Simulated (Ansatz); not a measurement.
ClHZn (`[Cl][ZnH]`), relaxed with RKS PBE0-D4/def2-TZVP in Ansatz 0.2.0 from a PBE-D4/def2-SVP geometry. The force threshold is 0.005 eV/Å; the program also tests the step.

The species carries charge 0 and has multiplicity 1.

Start:

```xyz
3

Cl    1.571   -0.834   -0.723
Zn   -0.168    0.076    0.071
H    -1.402    0.758    0.652
```

(1) By how much does the energy fall, and how many steps does the optimiser take? (Estimate.)

(2) Which bonds change most? (An estimate is asked.)

(3) Give the relaxed structure. (Estimate.)

## Answers

(1) The calculation gave: 0.22 kJ/mol, in 2 steps.

(2) The calculation gave: Cl1–Zn2 from 2.117 to 2.102 Å; Zn2–H3 from 1.525 to 1.520 Å.

(3) Ansatz gave: 
```xyz
3

Cl    1.558   -0.833   -0.721
Zn   -0.159    0.084    0.073
H    -1.400    0.748    0.647
```
